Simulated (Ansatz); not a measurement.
Species: sum formula AlNH2Cl2, net charge 0, singlet state. 
Geometry from a B3LYP-D3(BJ)/def2-TZVP (Ansatz, a program for electronic structure) optimisation:
```xyz
6

N     -2.0698    -0.2339     0.0098
Al    -0.3309    -0.0374     0.0016
Cl     0.5045     1.8721    -0.1477
Cl     0.9109    -1.7122     0.1410
H     -2.7288     0.5255    -0.0538
H     -2.5421    -1.1211     0.0789
```

Property: vertical triplet-singlet gap (E(triplet) - E(singlet); each state is the SCF solution reached for its spin), in kJ/mol. Correlated levels leave the core frozen unless marked. Open shells are spin-unrestricted. No spin-orbit coupling. No relativistic terms. CBS marks a two-point X^-3 extrapolation of the correlation energy; Hartree-Fock from the larger set.

| level | program | vertical triplet-singlet gap (kJ/mol) |
|---|---|---|
| SVWN5/def2-TZVPD | Ansatz | 515.0 |
| CAM-B3LYP/def2-TZVPD | Ansatz | [?] |
| wB97M-V/def2-TZVPD | Ansatz | [?] |
| wB97X-V/def2-TZVPD | Ansatz | [?] |
| B2PLYP/def2-TZVPD | Ansatz | [?] |
| SCS-MP2/aug-cc-pV(T+d)Z | Ansatz | 581.3 |
| CCSD/aug-cc-pV(D+d)Z | Ansatz | 544.8 |
| CCSD/aug-cc-pV(T+d)Z | Ansatz | 551.9 |
| CCSD/aug-cc-pV(Q+d)Z | Ansatz | 556.0 |
| CCSD(T)/CBS(aug-cc-pV(T+d)Z,aug-cc-pV(Q+d)Z) | Ansatz | 560.7 |

Q: Complete the blanks.

A: 
- CAM-B3LYP/def2-TZVPD, vertical triplet-singlet gap (kJ/mol): 549.7
- wB97M-V/def2-TZVPD, vertical triplet-singlet gap (kJ/mol): 561.3
- wB97X-V/def2-TZVPD, vertical triplet-singlet gap (kJ/mol): 575.0
- B2PLYP/def2-TZVPD, vertical triplet-singlet gap (kJ/mol): 545.9
